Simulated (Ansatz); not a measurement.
Basis-set extrapolation for C$_{4}$H$_{8}$BF (`BC/C=C(/C)F`) (PBE0-D4/def2-TZVP geometry, frozen core, Ansatz 0.2.0). Multiplicity 1, RHF reference.

```tsv
	def2-TZVPP	def2-QZVPP
HF	-280.317283	-280.329904
MP2 correlation	-1.026412	-1.098859
CCSD(T) correlation	-1.114938	not run
```

Energies in hartree. Use E(X) = E(∞) + A·exp(−7.88·√X) for Hartree–Fock and E(X) = E(∞) + B·X^(−2.97) for correlation, with X = 3 and 4, and add CCSD(T) minus MP2 of the smaller set to the MP2 limit.

What is the CCSD(T) energy at the basis-set limit?

HF limit: -280.329904 + (-0.012621) × 0.13774 = -280.33164. MP2 limit: -1.098859 + (-0.072447) × 0.74074 = -1.15252. Higher-order term: -1.114938 − (-1.026412) = -0.08853. Total: -281.57269 hartree, 3.82 eV below CCSD(T)/def2-TZVPP.
